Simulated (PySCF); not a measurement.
C3H7BFNO.

```xyz
14

C      0.1872    -3.3305     0.0000
C     -0.5236    -2.0166     0.0000
C      0.1042    -0.8344     0.0000
O     -0.5852     0.3439     0.0000
B      0.0347     1.5682     0.0000
N     -0.7331     2.7393     0.0000
F      1.3773     1.6409     0.0000
H      1.2806    -3.1994     0.0000
H     -0.0788    -3.9365     0.8839
H     -0.0788    -3.9365    -0.8839
H     -1.6206    -2.0122     0.0000
H      1.1983    -0.7429     0.0000
H     -1.7437     2.7205     0.0000
H     -0.3191     3.6609     0.0000
```

Geometry: r2SCAN-D4/def2-SVP. The structure was generated by enumeration; whether it is a known compound was not checked. The values are those of a single conformer.

Method: PBE/pcSseg-1 (PySCF). Non-relativistic, no solvent.

Computed absolute GIAO shielding of each atom: isotropic value and principal components (ppm):
```tsv
atom	σ(iso)	σ11	σ22	σ33	span
C1	164.0	149.9	160.6	181.6	31.7
C2	69.8	-24.5	85.8	148.2	172.8
C3	35.3	-61.3	74.5	92.9	154.2
O4	162.4	87.5	129.7	269.8	182.3
B5	77.8	58.4	81.2	93.8	35.3
N6	209.8	174.0	203.0	252.3	78.3
F7	305.5	195.3	317.0	404.1	208.8
H8	29.7	26.2	29.0	33.8	7.6
H9	29.4	25.3	27.3	35.6	10.2
H10	29.4	25.3	27.3	35.6	10.2
H11	25.9	23.6	25.1	29.1	5.4
H12	24.3	21.0	22.2	29.7	8.7
H13	29.2	23.2	26.9	37.5	14.4
H14	29.2	23.4	26.2	38.1	14.7
```
